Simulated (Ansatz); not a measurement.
Total energies of Zn₂Se⁺ from Ansatz at r2SCAN-D4/def2-TZVP, gas phase (1 Eh = 27.2114 eV = 2625.5 kJ/mol). The reference geometry is relaxed at r2SCAN-D4/def2-TZVP.

```xyz
3

Zn    0.2192    1.3039    1.4304
Zn   -1.0337   -1.1960   -1.1382
Se    0.8145   -0.1079   -0.2922
```

| state | geometry | energy (Eh) |
| --- | --- | --- |
| charge 1 doublet | reference | -5960.04581 |
| charge 0 triplet | reference | -5960.31837 |
| charge 1 quartet | relaxed at r2SCAN-D4/def2-TZVP | -5960.01432 |

(1) Work out the vertical electron affinity, to the triplet.

(2) Which of the charge 1 states is lowest, and how far above it are the others?

(1) E(charge 1 doublet) − E(charge 0 triplet) = -5960.04581 − (-5960.31837) = 0.27256 Eh = 7.42 eV.

(2) The doublet. quartet: -5960.01432 − (-5960.04581) = 0.03149 Eh = 82.7 kJ/mol.

The structure comes from a short search, and lower isomers may exist.
